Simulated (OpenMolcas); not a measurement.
# Which level was it?

The species is AlI (2 atoms), meant as a singlet with charge 0. As SMILES, `[Al][I]`. The bond length is the measured one.

```tsv
atom	x (Å)	y (Å)	z (Å)
Al	0.0000	0.0000	0.0000
I	0.0000	0.0000	2.5371
```

Orbital energies and the dipole are those of the mean-field step.

A calculation with OpenMolcas 26.06 gave:

* total energy: -539.1821 Eh
* dipole moment: 1.87 D
* HOMO energy: -8.64 eV
* LUMO energy: 0.58 eV
* HOMO–LUMO gap: 9.22 eV

Q: Which of these levels gave the numbers?
A. TPSS/def2-TZVPPD (core potential)
B. CCSD(T)/def2-TZVPPD (Cholesky decomposition, core potential)
C. M06-L/def2-TZVPPD (core potential)
D. BLYP/def2-TZVPPD (core potential)

A: B. The others give -540.1434 Eh (BLYP/def2-TZVPPD (core potential)), -540.0928 Eh (TPSS/def2-TZVPPD (core potential)), -540.3407 Eh (M06-L/def2-TZVPPD (core potential)).
